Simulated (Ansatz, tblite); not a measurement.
Adding an electron: the cluster SbTe₂⁺ (the lowest singlet isomer of a short search). The state is a singlet with charge 1. Geometry: PBE0-D4/def2-SVP. Ansatz, gas phase; energy differences of separate SCF runs; the reduced species was run as a doublet alone.

Cartesian coordinates in Å:
```
Sb 1.3785 -0.4761 0.3296
Te -1.1462 -0.1903 1.1275
Te -0.2324 0.6664 -1.4571
```

In the def2 sets Sb, Te take a core potential; there is no spin–orbit coupling. The xTB rows come from tblite. The structure comes from a short search, and lower isomers may exist.

```tsv
level	−HOMO (eV)	−LUMO (eV)	vertical EA (eV)	HOMO–LUMO gap (eV)
GFN1-xTB	16.40	15.45	11.68	0.95
GFN2-xTB	16.37	15.39	11.50	0.98
PBE0-D4/def2-TZVP	10.95	8.95	7.26	1.99
```

(1) Estimate the rows for PBE-D4/def2-TZVP, r2SCAN-D4/def2-TZVP.

## Answers

(1) 
```tsv
level	−HOMO (eV)	−LUMO (eV)	vertical EA (eV)	HOMO–LUMO gap (eV)
PBE-D4/def2-TZVP	10.07	9.47	6.99	0.60
r2SCAN-D4/def2-TZVP	10.28	9.55	7.23	0.73
```

 Raw xTB energy differences between charge states are shifted by several eV; the methods need an empirical correction for them.
